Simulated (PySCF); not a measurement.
PySCF job for CH₄ClFSi, SMILES FC[SiH2]Cl, ωB97X-D3(BJ)/def2-SVP. 

```python
import numpy as np
from pyscf import gto, scf, dft
from pyscf.geomopt import geometric_solver

mol = gto.M(
    atom='''
    F     1.96665827   -0.17271462    0.87580187
    C     1.34937447   -0.79538839   -0.19069447
    Si   -0.56056232   -0.67967516   -0.01428797
    Cl   -1.13709154    1.21281985   -0.32692006
    H     1.72769007   -0.30535334   -1.09231954
    H     1.70436950   -1.82871335   -0.18670051
    H    -0.91784292   -1.09163405    1.33733239
    H    -1.13195912   -1.55002272   -1.03868967
    ''',
    basis='def2-SVP',
    charge=0,
    spin=0,
    max_memory=1600,
    verbose=3,
)
mf = dft.RKS(mol, xc='wb97x-d3bj').density_fit(auxbasis='def2-universal-jkfit')
mf.grids.level = 3
mf.conv_tol = 1e-9
mf.max_cycle = 100
mf.kernel()
grad = mf.nuc_grad_method()
grad.grid_response = mol.nao <= 150
conv, mol_eq = geometric_solver.kernel(grad, convergence_set='GAU_TIGHT', maxsteps=100)
print(mol_eq.tostring(format='xyz'))
mf.reset(mol_eq)
mf.kernel()
```

Output:

```
converged SCF energy = -889.792932341039
[banner and settings of the optimiser left out]
Geometry optimization cycle 1
Cartesian coordinates (Angstrom)
 Atom        New coordinates             dX        dY        dZ
   F   1.966658  -0.172715   0.875802    0.000000  0.000000 -0.000000
   C   1.349374  -0.795388  -0.190694    0.000000  0.000000  0.000000
  Si  -0.560562  -0.679675  -0.014288    0.000000  0.000000  0.000000
  Cl  -1.137092   1.212820  -0.326920    0.000000  0.000000  0.000000
   H   1.727690  -0.305353  -1.092320    0.000000  0.000000  0.000000
   H   1.704370  -1.828713  -0.186701    0.000000  0.000000  0.000000
   H  -0.917843  -1.091634   1.337332    0.000000  0.000000  0.000000
   H  -1.131959  -1.550023  -1.038690    0.000000  0.000000  0.000000

WARN: Mole.unit (angstrom) is changed to Bohr

converged SCF energy = -889.792932341046
--------------- DFRKS_Scanner gradients ---------------
         x                y                z
0 F    -0.0002283202    -0.0067580791    -0.0105074385
1 C     0.0055670016    -0.0049401637    -0.0063018092
2 Si    -0.0284995359     0.0165780040     0.0010887590
3 Cl     0.0082606587    -0.0243207582     0.0036067202
4 H     0.0022700555    -0.0000690484     0.0101423496
5 H     0.0018035075     0.0103372001     0.0045863874
6 H     0.0042339160     0.0031421015    -0.0090653054
7 H     0.0065927140     0.0060307085     0.0064503463
----------------------------------------------
cycle 1: E = -889.792932341  dE = -889.793  norm(grad) = 0.0498278
Step    0 : Gradient = 1.762e-02/3.299e-02 (rms/max) Energy = -889.7929323410
Hessian Eigenvalues: 2.30000e-02 5.00000e-02 5.00000e-02 ... 3.43883e-01 3.45127e-01 4.89848e-01

Geometry optimization cycle 2
Cartesian coordinates (Angstrom)
 Atom        New coordinates             dX        dY        dZ
   F   1.949592  -0.144338   0.905223   -0.017066  0.028376  0.029421
   C   1.361111  -0.789824  -0.179662    0.011736  0.005565  0.011032
[...]
cycle 22: E = -889.796472572  dE = -8.18125e-09  norm(grad) = 3.07667e-05
Step   21 : Displace = 7.772e-05/1.309e-04 (rms/max) Trust = 3.000e-01 (=) Grad = 1.088e-05/2.361e-05 (rms/max) E (change) = -889.7964725721 (-8.181e-09) Quality = 1.759
Hessian Eigenvalues: 1.34147e-03 2.07466e-03 2.47795e-03 ... 3.44079e-01 3.56747e-01 5.18498e-01

Geometry optimization cycle 23
Cartesian coordinates (Angstrom)
 Atom        New coordinates             dX        dY        dZ
   F   2.008325  -0.183449   0.825468   -0.000252 -0.000739  0.000923
   C   1.352484  -0.832535  -0.209018   -0.000017 -0.000586  0.000702
  Si  -0.517091  -0.657938   0.010877   -0.000065  0.000535 -0.000577
  Cl  -1.039920   1.326091  -0.213354    0.001076  0.000755 -0.001305
   H   1.678292  -0.402689  -1.173142    0.000846 -0.001064  0.000780
   H   1.640663  -1.900661  -0.207740   -0.000700 -0.000773  0.001146
   H  -0.916587  -1.102650   1.368783   -0.001155  0.001102 -0.000712
   H  -1.205488  -1.456878  -1.038330    0.000270  0.000773 -0.000974
converged SCF energy = -889.796472597346
--------------- DFRKS_Scanner gradients ---------------
         x                y                z
0 F    -0.0000032918    -0.0000109283    -0.0000165171
1 C     0.0000107322     0.0000238062     0.0000166417
2 Si    -0.0000023030    -0.0000139218    -0.0000010462
3 Cl    -0.0000079855     0.0000040829     0.0000015996
4 H     0.0000010021    -0.0000038848     0.0000011913
5 H    -0.0000075846    -0.0000038407    -0.0000020479
6 H     0.0000052995     0.0000023479     0.0000022187
7 H     0.0000041338     0.0000023512    -0.0000020568
----------------------------------------------
cycle 23: E = -889.796472597  dE = -2.52268e-08  norm(grad) = 4.24795e-05
Step   22 : Displace = 1.013e-04/1.749e-04 (rms/max) Trust = 3.000e-01 (=) Grad = 1.502e-05/3.097e-05 (rms/max) E (change) = -889.7964725973 (-2.523e-08) Quality = 2.003
Hessian Eigenvalues: 2.25809e-04 1.34409e-03 2.48417e-03 ... 3.44175e-01 3.56865e-01 5.29758e-01

Geometry optimization cycle 24
Cartesian coordinates (Angstrom)
 Atom        New coordinates             dX        dY        dZ
   F   2.005522  -0.191761   0.835648   -0.002804 -0.008312  0.010181
   C   1.352252  -0.838971  -0.201434   -0.000233 -0.006436  0.007583
  Si  -0.517731  -0.651961   0.004619   -0.000640  0.005977 -0.006258
  Cl  -1.027613   1.334506  -0.227667    0.012307  0.008414 -0.014313
   H   1.687475  -0.414109  -1.164575    0.009183 -0.011420  0.008566
   H   1.632928  -1.909124  -0.195556   -0.007735 -0.008463  0.012184
   H  -0.929372  -1.090645   1.360863   -0.012785  0.012005 -0.007920
   H  -1.202747  -1.448624  -1.048520    0.002741  0.008255 -0.010190
converged SCF energy = -889.79647262878
--------------- DFRKS_Scanner gradients ---------------
         x                y                z
0 F    -0.0000227378    -0.0000391375    -0.0000588613
1 C     0.0000597651     0.0000659835     0.0001039607
2 Si    -0.0000479289    -0.0000612600    -0.0000020032
3 Cl    -0.0000265129    -0.0000121785     0.0000053016
4 H    -0.0000038523    -0.0000113383    -0.0000187925
5 H    -0.0000176490    -0.0000213941    -0.0000129454
6 H     0.0000325436     0.0000428821     0.0000288719
7 H     0.0000263440     0.0000364218    -0.0000455417
----------------------------------------------
cycle 24: E = -889.796472629  dE = -3.1434e-08  norm(grad) = 0.000201096
Step   23 : Displace = 8.341e-04/1.391e-03 (rms/max) Trust = 3.000e-01 (=) Grad = 7.110e-05/1.369e-04 (rms/max) E (change) = -889.7964726288 (-3.143e-08) Quality = 0.246
Poor-quality step dominated by net translation/rotation detected; will project out net forces and torques past this point.
Hessian Eigenvalues: 3.58760e-04 1.34949e-03 2.48406e-03 ... 3.44123e-01 3.58805e-01 5.41681e-01

Geometry optimization cycle 25
Cartesian coordinates (Angstrom)
 Atom        New coordinates             dX        dY        dZ
   F   2.006471  -0.189269   0.832159    0.000949  0.002492 -0.003490
   C   1.352275  -0.837070  -0.204084    0.000023  0.001901 -0.002650
  Si  -0.517523  -0.653805   0.006751    0.000208 -0.001843  0.002132
  Cl  -1.031027   1.332052  -0.222704   -0.003414 -0.002453  0.004964
   H   1.684378  -0.410501  -1.167531   -0.003097  0.003608 -0.002956
   H   1.635431  -1.906548  -0.199734    0.002503  0.002576 -0.004179
   H  -0.925190  -1.094537   1.363525    0.004182 -0.003893  0.002663
   H  -1.204110  -1.451013  -1.044953   -0.001363 -0.002389  0.003567
converged SCF energy = -889.796472716966
--------------- DFRKS_Scanner gradients ---------------
         x                y                z
0 F    -0.0000121769    -0.0000226568    -0.0000346709
1 C     0.0000309548     0.0000383629     0.0000553707
2 Si    -0.0000233101    -0.0000360338    -0.0000013577
3 Cl    -0.0000164031    -0.0000065732     0.0000040270
4 H    -0.0000023460    -0.0000074078    -0.0000071464
5 H    -0.0000108036    -0.0000099383    -0.0000070775
6 H     0.0000193131     0.0000237187     0.0000155061
7 H     0.0000147728     0.0000205166    -0.0000246443
----------------------------------------------
cycle 25: E = -889.796472717  dE = -8.81865e-08  norm(grad) = 0.000111046
Step   24 : Displace = 4.365e-04/7.148e-04 (rms/max) Trust = 4.170e-04 (-) Grad = 3.910e-05/7.445e-05 (rms/max) E (change) = -889.7964727170 (-8.819e-08) Quality = 1.249
Hessian Eigenvalues: 8.75722e-05 1.32222e-03 2.50679e-03 ... 3.44072e-01 3.62551e-01 5.28938e-01

Geometry optimization cycle 26
Cartesian coordinates (Angstrom)
 Atom        New coordinates             dX        dY        dZ
   F   2.007839  -0.185758   0.827171    0.001369  0.003512 -0.004988
   C   1.352284  -0.834583  -0.207726    0.000010  0.002487 -0.003641
  Si  -0.517232  -0.656247   0.009679    0.000290 -0.002442  0.002928
  Cl  -1.035423   1.328858  -0.215567   -0.004396 -0.003194  0.007136
   H   1.680082  -0.405945  -1.171715   -0.004295  0.004556 -0.004183
   H   1.638753  -1.903154  -0.205239    0.003323  0.003395 -0.005504
   H  -0.919584  -1.099894   1.367087    0.005606 -0.005357  0.003562
   H  -1.206032  -1.453972  -1.040195   -0.001922 -0.002960  0.004758
converged SCF energy = -889.79647267615
--------------- DFRKS_Scanner gradients ---------------
         x                y                z
0 F     0.0000033838     0.0000032290    -0.0000003434
1 C    -0.0000027031    -0.0000010615    -0.0000058478
2 Si     0.0000035582     0.0000013713    -0.0000001908
3 Cl    -0.0000025768    -0.0000009294     0.0000043652
4 H     0.0000009265    -0.0000002307     0.0000010658
5 H     0.0000002813     0.0000002610     0.0000006067
6 H    -0.0000018024    -0.0000012404    -0.0000017921
7 H    -0.0000010684    -0.0000014488     0.0000021354
----------------------------------------------
cycle 26: E = -889.796472676  dE = 4.0816e-08  norm(grad) = 1.11411e-05
Step   25 : Displace = 6.227e-04/1.020e-03 (rms/max) Trust = 5.898e-04 (+) Grad = 3.144e-06/5.752e-06 (rms/max) E (change) = -889.7964726762 (+4.082e-08) Quality = -0.333
Hessian Eigenvalues: 4.00454e-04 1.31785e-03 2.49906e-03 ... 3.44051e-01 3.60039e-01 5.01623e-01

Geometry optimization cycle 27
Cartesian coordinates (Angstrom)
 Atom        New coordinates             dX        dY        dZ
   F   2.007767  -0.185918   0.827394   -0.000072 -0.000160  0.000223
   C   1.352285  -0.834646  -0.207602    0.000000 -0.000063  0.000124
  Si  -0.517245  -0.656194   0.009590   -0.000013  0.000053 -0.000089
  Cl  -1.035311   1.328921  -0.215883    0.000112  0.000063 -0.000316
   H   1.680206  -0.405984  -1.171540    0.000123 -0.000039  0.000174
   H   1.638679  -1.903237  -0.205142   -0.000074 -0.000084  0.000097
   H  -0.919737  -1.099695   1.367006   -0.000153  0.000199 -0.000082
   H  -1.205954  -1.453940  -1.040327    0.000078  0.000032 -0.000132
converged SCF energy = -889.796472681298
--------------- DFRKS_Scanner gradients ---------------
         x                y                z
0 F     0.0000005398     0.0000005072    -0.0000028831
1 C     0.0000007657     0.0000015179    -0.0000000553
2 Si     0.0000011344    -0.0000007945     0.0000004831
3 Cl    -0.0000022350    -0.0000010156     0.0000033082
4 H    -0.0000000392     0.0000000739    -0.0000005679
5 H    -0.0000000342    -0.0000002000    -0.0000002173
6 H    -0.0000003053     0.0000000736    -0.0000002282
7 H     0.0000002071    -0.0000001681     0.0000001492
----------------------------------------------
cycle 27: E = -889.796472681  dE = -5.14808e-09  norm(grad) = 5.61591e-06
Step   26 : Displace = 7.604e-05/1.110e-04 (rms/max) Trust = 2.949e-04 (-) Grad = 7.186e-07/1.450e-06 (rms/max) E (change) = -889.7964726813 (-5.148e-09) Quality = 11.900
Hessian Eigenvalues: 4.17970e-04 1.31476e-03 2.35814e-03 ... 3.44259e-01 3.61392e-01 5.11935e-01

Geometry optimization cycle 28
Cartesian coordinates (Angstrom)
 Atom        New coordinates             dX        dY        dZ
   F   2.007765  -0.185901   0.827377   -0.000002  0.000016 -0.000017
   C   1.352285  -0.834626  -0.207624   -0.000000  0.000019 -0.000023
  Si  -0.517245  -0.656214   0.009605   -0.000000 -0.000020  0.000015
  Cl  -1.035350   1.328892  -0.215856   -0.000039 -0.000029  0.000027
   H   1.680185  -0.405938  -1.171557   -0.000021  0.000047 -0.000017
   H   1.638705  -1.903210  -0.205187    0.000027  0.000027 -0.000045
   H  -0.919685  -1.099726   1.367033    0.000052 -0.000031  0.000027
   H  -1.205970  -1.453969  -1.040296   -0.000016 -0.000029  0.000031
converged SCF energy = -889.796472680655
--------------- DFRKS_Scanner gradients ---------------
         x                y                z
0 F     0.0000017307     0.0000014075    -0.0000016152
1 C    -0.0000011140    -0.0000002663    -0.0000030759
2 Si     0.0000014558    -0.0000010675     0.0000003250
3 Cl    -0.0000023232    -0.0000010742     0.0000032967
4 H    -0.0000001214    -0.0000000490     0.0000008596
5 H     0.0000000773     0.0000009563     0.0000001049
6 H     0.0000002116     0.0000000016    -0.0000001082
7 H     0.0000000612     0.0000000832     0.0000002302
----------------------------------------------
cycle 28: E = -889.796472681  dE = 6.43809e-10  norm(grad) = 6.39922e-06
Step   27 : Displace = 1.350e-05/1.888e-05 (rms/max) Trust = 4.170e-04 (+) Grad = 1.116e-06/2.512e-06 (rms/max) E (change) = -889.7964726807 (+6.438e-10) Quality = -36.390
Hessian Eigenvalues: 4.17970e-04 1.31476e-03 2.35814e-03 ... 3.44259e-01 3.61392e-01 5.11935e-01
Converged! =D

8
XYZ from PySCF
F           2.00776466       -0.18590129        0.82737660
C           1.35228453       -0.83462639       -0.20762427
Si         -0.51724528       -0.65621437        0.00960485
Cl         -1.03534993        1.32889182       -0.21585559
H           1.68018452       -0.40593791       -1.17155711
H           1.63870529       -1.90321046       -0.20518669
H          -0.91968519       -1.09972593        1.36703332
H          -1.20596998       -1.45396903       -1.04029592
converged SCF energy = -889.796472680668
```

Self-consistency was reached.

Cost: very roughly 5 core-minutes.
